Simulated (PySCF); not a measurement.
# Cost against result

Saddle point of Si$_{2}$H$_{7}$ClO, closed shell (Si₂H₆O ([SiH3][O][SiH3]) + HCl → Si₂H₅ClO ([SiH3][O][SiH2][Cl]) + H₂; bonds formed: Si1–Cl8, H2–H7; bonds broken: Si1–H2, H7–Cl8), PBE0-D4/def2-TZVP structure:

Si1  (-0.771, 0.928, -0.456)
H2  (0.274, 2.078, -1.188)
O3  (-0.489, -0.652, -0.405)
Si4  (0.335, -1.797, 0.474)
H5  (-1.486, 1.075, -1.750)
H6  (-1.508, 1.644, 0.595)
H7  (0.755, 1.924, -0.450)
Cl8  (1.253, 1.262, 1.074)
H9  (0.140, -1.592, 1.927)
H10  (1.769, -1.783, 0.112)
H11  (-0.272, -3.088, 0.068)
(Å)

Barriers are electronic and count from the start structure reached by relaxing down the imaginary mode.

PySCF 2.14 with density fitting (its default auxiliary sets; JK sets also for MP2 and CCSD(T)); basis: as named in each row; cores frozen in the correlated methods. B3LYP uses VWN-RPA correlation. Extrapolation: Hartree–Fock as exp(−7.88 √X), correlation as X^−2.97.

Times are rough, for one single point on 4 threads of a shared host (Intel Xeon).

The estimate by CCSD(T) at an estimated basis limit (MP2 extrapolated from triple and quadruple zeta, plus CCSD(T) − MP2 in triple zeta) is 33.61 kcal/mol.

```json
{"method": "HF", "basis": "STO-3G", "time (s)": "3", "barrier (kcal/mol)": "61.01", "method less estimate": "27.39"}
{"method": "B3LYP-D4", "basis": "6-31G", "time (s)": "13", "barrier (kcal/mol)": "39.23", "method less estimate": "5.62"}
{"method": "MP2", "basis": "def2-QZVPP", "time (s)": "22", "barrier (kcal/mol)": "32.53", "method less estimate": "-1.08"}
{"method": "SPW92", "basis": "def2-TZVPP", "time (s)": "24", "barrier (kcal/mol)": "19.75", "method less estimate": "-13.86"}
{"method": "PBE-D4", "basis": "def2-SVP", "time (s)": "26", "barrier (kcal/mol)": "26.99", "method less estimate": "-6.62"}
{"method": "PBE0-D4", "basis": "def2-SVP", "time (s)": "30", "barrier (kcal/mol)": "31.07", "method less estimate": "-2.55"}
{"method": "B3LYP-D4", "basis": "def2-TZVPP", "time (s)": "36", "barrier (kcal/mol)": "32.83", "method less estimate": "-0.78"}
{"method": "PBE0-D4", "basis": "def2-TZVPP", "time (s)": "37", "barrier (kcal/mol)": "29.67", "method less estimate": "-3.95"}
{"method": "BHLYP-D4", "basis": "def2-TZVPP", "time (s)": "38", "barrier (kcal/mol)": "37.09", "method less estimate": "3.47"}
{"method": "PBE-D4", "basis": "def2-TZVPP", "time (s)": "40", "barrier (kcal/mol)": "25.84", "method less estimate": "-7.78"}
{"method": "r2SCAN-D4", "basis": "def2-TZVPP", "time (s)": "70", "barrier (kcal/mol)": "28.15", "method less estimate": "-5.47"}
{"method": "CCSD(T)", "basis": "def2-SVP", "time (s)": "280", "barrier (kcal/mol)": "43.04", "method less estimate": "9.42"}
{"method": "wB97M-V", "basis": "def2-TZVPP", "time (s)": "690", "barrier (kcal/mol)": "33.00", "method less estimate": "-0.61"}
{"method": "CCSD(T)", "basis": "def2-TZVPP", "time (s)": "1700", "barrier (kcal/mol)": "36.54", "method less estimate": "2.92"}
```

All methods are single points on the PBE0-D4 structures.

The T1 diagnostic stays at or below 0.013.

Labels in which every atom is bracketed show which atoms are joined, not bond orders.
